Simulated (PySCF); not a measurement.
**Calculated NMR data**

- PBE0/pcSseg-1 with gauge-including orbitals
- structure optimised with GFN2-xTB
- run in PySCF 2.14
- one conformer, no solvent, non-relativistic, fast rotation and ring inversion assumed for equivalent nuclei

Chemical shifts δ = σref − σ; $^{1}$H and $^{13}$C against TMS, all at this level. Splittings of carbon signals by F and P are missing where no couplings were computed. Where no couplings were computed, multiplicities follow the n + 1 count of equivalent neighbours, and m marks all less simple cases (inequivalent or close neighbours, rings, F or P nearby). Shifts are as computed. Against solution values, carbons near 30 ppm lie about +3 ppm off and those near 130 ppm about +5 ppm. Of 1309 compounds with measured shifts, 239 miss one by over three times the rms of a fit or turn the order of signals round; such compounds aren't used in these exercises. OH and NH positions are gas-phase values without hydrogen bonding to other molecules.

Compound 1 (C₂H₄F₂O₄Si). $^{1}$H NMR (500 MHz, computed): δ 7.98 (s, 1H), 6.57 (m, 1H), 2.91 (br s, 2H). $^{13}$C{$^{1}$H} NMR (computed): δ 163.5 (CH), 125.5 (CH). Structure: `O=CO[Si](O)(O)C(F)F`.

Compound 2 (C₆H₁₁NOSi₂). $^{1}$H NMR (500 MHz, computed): δ 7.44 (m, 2H), 6.95 (t, 1H), 6.63 (d, 2H), 5.57 (s, 2H), 5.22 (s, 3H), 3.28 (br s, 1H). $^{13}$C{$^{1}$H} NMR (computed): δ 150.8 (C), 135.2 (CH), 122.4 (CH), 117.8 (CH). Structure: SMILES [SiH3]O[SiH2]Nc1ccccc1.
